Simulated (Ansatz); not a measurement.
Geometry optimisation, Ansatz 0.2.0, RKS PBE0/def2-SVP.

input.yaml

```yaml
crystal:
  periodic: [false, false, false]
  atoms:
    - { symbol: O, position_ang: [-1.8263, 0.8121, 0.4113] }
    - { symbol: C, position_ang: [-0.489, 0.8598, 0.2343] }
    - { symbol: "N", position_ang: [-0.1659, 0.3083, -1.0967] }
    - { symbol: Sn, position_ang: [1.1451, -1.292, -0.6282] }
    - { symbol: Al, position_ang: [0.3558, -0.3421, 1.6115] }
    - { symbol: H, position_ang: [-2.2296, 1.5647, -0.2188] }
    - { symbol: H, position_ang: [-1.15601, 0.50373, -1.34789] }
    - { symbol: H, position_ang: [0.51, 1.0142, -1.591] }
    - { symbol: H, position_ang: [2.7494, -0.9982, -1.0041] }
    - { symbol: H, position_ang: [0.3277, -2.832, -1.008] }
    - { symbol: H, position_ang: [-0.2583, -1.0477, 2.9459] }
basis:
  gaussian: { orbitals: def2-SVP }
hamiltonian:
  xc: pbe0
relax:
  f_tol: 0.02
  max_steps: 50
output:
  orbitals: {}
```

Command:

```bash
$ ansatz run input.yaml --threads 2 --pin off --max-ram 3072MiB --backend cpu --events-out ev --progress --plain --runs-dir out
```

Task: Where does it end, and by what steps?

Result: The forces met the threshold. After 34 steps the energy has fallen by 3.300 eV; H6 moved furthest, 1.07 Å.

| step | energy less start (eV) | largest force component (eV/Å) | accepted |
| --- | --- | --- | --- |
| 0 | 0.0000 | 4.096 | yes |
| 2 | -2.5642 | 1.800 | yes |
| 4 | -3.0855 | 0.701 | yes |
| 6 | -3.2032 | 0.339 | yes |
| 8 | -3.2115 | 0.328 | no |
| 10 | -3.2276 | 0.302 | yes |
| 12 | -3.2336 | 0.272 | yes |
| 14 | -3.2321 | 0.891 | no |
| 16 | -3.2539 | 0.546 | yes |
| 18 | -3.2737 | 0.610 | yes |
| 20 | -3.2961 | 0.140 | yes |
| 22 | -3.2976 | 0.026 | yes |
| 24 | -3.2987 | 0.061 | yes |
| 26 | -3.2990 | 0.127 | no |
| 28 | -3.2995 | 0.031 | yes |
| 30 | -3.2996 | 0.050 | yes |
| 32 | -3.2997 | 0.020 | yes |
| 34 | -3.2997 | 0.016 | yes |

```xyz
11
Properties=species:S:1:pos:R:3
O -1.699 1.501 -0.033
C -0.769 0.516 0.198
N -0.237 0.116 -1.105
Sn 1.234 -1.461 -0.406
Al -0.030 -0.427 1.631
H -2.053 1.792 0.814
H -0.977 -0.232 -1.728
H 0.190 0.910 -1.600
H 2.655 -0.883 -1.225
H 0.754 -2.767 -1.447
H -0.106 -0.515 3.208
```

Whether the end is a true minimum wasn't checked by a vibrational analysis.

Run time: 2.9 min on 2 threads of Arm Neoverse V1, on a shared host, peak memory 0.29 GiB.
